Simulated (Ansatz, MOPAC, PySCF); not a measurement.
Dimer: GaH3O (SMILES [OH][GaH2]) (first 5 atoms) with H2O (SMILES O); geometry from B3LYP-D3(BJ)/def2-TZVP, rigid monomers moved along the line of their centres of mass till H3···O6 is 3.43 Å.
(charge 0, multiplicity 1):
```xyz
8

O     -0.4482    -0.9819     1.0283
Ga     0.3858    -0.3830    -0.4381
H     -0.3631    -0.4026     1.8023
H      0.2403    -1.3218    -1.6765
H      1.1604     0.9772    -0.3617
O     -0.5495     1.0259     4.9185
H     -0.1758     0.4705     5.6117
H     -1.4543     1.2114     5.1934
```

Interaction energies are E(AB) − E(A) − E(B) at the monomers' geometry in the complex; basis-set methods are counterpoise corrected.

The state that AM1, PM6, PM7 reach isn't checked; PM7 holds dispersion and hydrogen-bond terms.

Programs: Ansatz (Gaussian basis) for Hartree–Fock, density functionals and correlated methods; MOPAC for AM1, PM6, PM7 (differences of heats of formation); PySCF for the dispersion terms. 

### Question
One of these levels gives -0.93 kcal/mol for the interaction energy. Name it.
(A) PBE-D3(BJ)/def2-TZVPPD
(B) PM7
(C) AM1
(D) PM6

### Answer
D, PM6. The others give -0.51 (AM1), -1.72 (PM7), -1.34 (PBE-D3(BJ)/def2-TZVPPD)

Ansatz is a first-principles code.
